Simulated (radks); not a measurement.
The numbers below are computed, except where a source is named.
The lutetium ion Lu+, configuration [Xe] 4f14 6s2 (the NIST ground configuration). Code: a radial shooting solver on a logarithmic mesh with Libxc functionals. Model: scalar-relativistic Kohn-Sham, LDA (Slater exchange, Perdew-Wang correlation), spin-unpolarised, spherical densities, finite nucleus; Fermi nuclear charge, rms radius 5.37 fm.

Unscreened Slater integrals over Kohn-Sham orbitals (eV).

F0(6s,6s): 7.5750
F0(6s,4f): 9.8916
G3(6s,4f): 0.34380
F0(6s,5p): 9.3943
G1(6s,5p): 0.76889
F0(6s,5s): 9.5576
G0(6s,5s): 0.40006
F0(4f,4f): 35.423
F2(4f,4f): 16.571
F4(4f,4f): 10.347
F6(4f,4f): 7.4298
F0(4f,5p): 21.437
F2(4f,5p): 7.0740
G2(4f,5p): 3.6191
G4(4f,5p): 2.7846
F0(4f,5s): 24.465
G3(4f,5s): 4.3840
F0(5p,5p): 17.709
F2(5p,5p): 9.4937
F0(5p,5s): 19.095
G1(5p,5s): 12.637
F0(5s,5s): 20.955
